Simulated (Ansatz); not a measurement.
C₇H₈ClGa, SMILES `[CH3][Ga]([Cl])[c]1ccccc1`. Charge 0, multiplicity 1. All single points use the PBE0-D4/def2-TZVP geometry. It is one conformer, not always the lowest.

```xyz
17

C     2.569    2.217    0.159
Ga    1.073    1.413   -0.807
Cl    0.680    2.175   -2.799
C    -0.151    0.007   -0.257
C    -0.024   -0.586    1.001
C    -0.891   -1.591    1.406
C    -1.900   -2.015    0.554
C    -2.041   -1.437   -0.700
C    -1.172   -0.433   -1.101
H     3.293    1.451    0.446
H     2.214    2.697    1.074
H     3.068    2.962   -0.460
H     0.760   -0.265    1.680
H    -0.781   -2.042    2.385
H    -2.579   -2.800    0.868
H    -2.829   -1.769   -1.365
H    -1.287    0.015   -2.083
```

(1) What is the dipole moment at r2SCAN/def2-TZVPP? (Estimate.)

(2) And with PBE, B3LYP, ωB97M-V? (An estimate is asked.)

(3) Give the Mulliken charges with r2SCAN, PBE, B3LYP in def2-TZVPP. (Best estimate.)

Answers

(1) The calculation gave: 2.89 D, with components (0.14, -1.31, 2.57) D in this frame, pointing from negative to positive charge.

(2) The calculation gave: PBE 2.80 D, B3LYP 2.86 D, ωB97M-V 2.81 D.

(3) Computed: 
```json
{"atom": "C1", "r2SCAN": "-0.32", "PBE": "-0.38", "B3LYP": "-0.40"}
{"atom": "Ga2", "r2SCAN": "0.49", "PBE": "0.39", "B3LYP": "0.46"}
{"atom": "Cl3", "r2SCAN": "-0.33", "PBE": "-0.30", "B3LYP": "-0.33"}
{"atom": "C4", "r2SCAN": "-0.19", "PBE": "-0.10", "B3LYP": "-0.16"}
{"atom": "C5", "r2SCAN": "-0.02", "PBE": "-0.06", "B3LYP": "-0.07"}
{"atom": "C6", "r2SCAN": "-0.16", "PBE": "-0.16", "B3LYP": "-0.17"}
{"atom": "C7", "r2SCAN": "-0.04", "PBE": "-0.06", "B3LYP": "-0.08"}
{"atom": "C8", "r2SCAN": "-0.16", "PBE": "-0.16", "B3LYP": "-0.17"}
{"atom": "C9", "r2SCAN": "0.01", "PBE": "-0.04", "B3LYP": "-0.04"}
{"atom": "H10", "r2SCAN": "0.08", "PBE": "0.10", "B3LYP": "0.10"}
{"atom": "H11", "r2SCAN": "0.08", "PBE": "0.10", "B3LYP": "0.10"}
{"atom": "H12", "r2SCAN": "0.09", "PBE": "0.12", "B3LYP": "0.12"}
{"atom": "H13", "r2SCAN": "0.08", "PBE": "0.10", "B3LYP": "0.12"}
{"atom": "H14", "r2SCAN": "0.10", "PBE": "0.11", "B3LYP": "0.13"}
{"atom": "H15", "r2SCAN": "0.10", "PBE": "0.12", "B3LYP": "0.13"}
{"atom": "H16", "r2SCAN": "0.10", "PBE": "0.11", "B3LYP": "0.13"}
{"atom": "H17", "r2SCAN": "0.10", "PBE": "0.11", "B3LYP": "0.13"}
```

B3LYP here is the variant with VWN-RPA as its local correlation; programs differ in this.
